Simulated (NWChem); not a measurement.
C2H8N cation; SMILES CC[NH3+]

```xyz
11

C      0.2763    -1.3036     0.0000
C     -0.6104    -0.0704     0.0000
N      0.2401     1.2051     0.0000
H     -0.3644    -2.1905     0.0000
H      0.9085    -1.3555    -0.8932
H      0.9085    -1.3555     0.8932
H     -1.2418    -0.0043     0.8888
H     -1.2418    -0.0043    -0.8888
H     -0.3394     2.0541     0.0000
H      0.8494     1.2440     0.8274
H      0.8494     1.2440    -0.8274
```
Atoms are numbered in this order, from 1.

Structure relaxed at the B3LYP/6-31G* (spherical d) level.

### Question
Give the principal values of the shielding tensors (ppm) of C1, C2, N3 from B3LYP/6-31G* (spherical d), GIAO (NWChem), with their diamagnetic and paramagnetic parts as GIAO splits them.

### Answer
```json
[
 {"atom": "C1", "σ11": "165.7", "σ22": "174.9", "σ33": "191.9", "isotropic": "177.5", "diamagnetic": "249.5", "paramagnetic": "-72.0"},
 {"atom": "C2", "σ11": "113.9", "σ22": "141.8", "σ33": "178.4", "isotropic": "144.7", "diamagnetic": "248.2", "paramagnetic": "-103.5"},
 {"atom": "N3", "σ11": "203.0", "σ22": "209.6", "σ33": "235.3", "isotropic": "216.0", "diamagnetic": "322.6", "paramagnetic": "-106.6"}
]
```
